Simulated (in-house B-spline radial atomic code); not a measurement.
A fraction x of an electron is removed from 4s in the titanium ion Ti⁺, starting from [Ar] 3d2 4s1 and keeping the highest spin. All numbers are computed (non-relativistic BP86, spin-polarised, spherical fractional occupations; point nucleus) with an all-electron radial atomic-structure program (B-spline basis), not measured.

| x | E(x) - E(0) (eV) | 4s up level (eV) |
| --- | --- | --- |
| 0 | 0.0000 | -11.027 |
| 0.02 | 0.2218 | -11.150 |
| 0.17 | 1.9636 | -12.074 |
| 0.25 | 2.9493 | -12.567 |
| 0.47 | 5.8624 | -13.913 |
| 0.5 | 6.2825 | -14.094 |
| 0.6 | 7.7220 | -14.694 |
| 0.75 | 9.9921 | -15.567 |
| 0.77 | 10.3046 | -15.680 |
| 0.91 | 12.5535 | -16.437 |
| 1 | 14.0532 | - |

The exact functional would give a straight line between the two integer points. Deviations E(x) - E(0) - x[E(1) - E(0)], in eV: -0.059 at x = 0.02, -0.425 at x = 0.17, -0.564 at x = 0.25, -0.743 at x = 0.47, -0.744 at x = 0.5, -0.71 at x = 0.6, -0.548 at x = 0.75, -0.516 at x = 0.77, -0.235 at x = 0.91.

The curve lies below the straight line by up to 0.744 eV (at x = 0.5): convex, the delocalisation error that favours fractional charges.

How well does Slater's transition state (minus the level at half occupation) give the ionisation energy?

It gives 14.094 eV against 14.053 eV from the two total energies; NIST lists 13.58 eV, ground level to ground level.
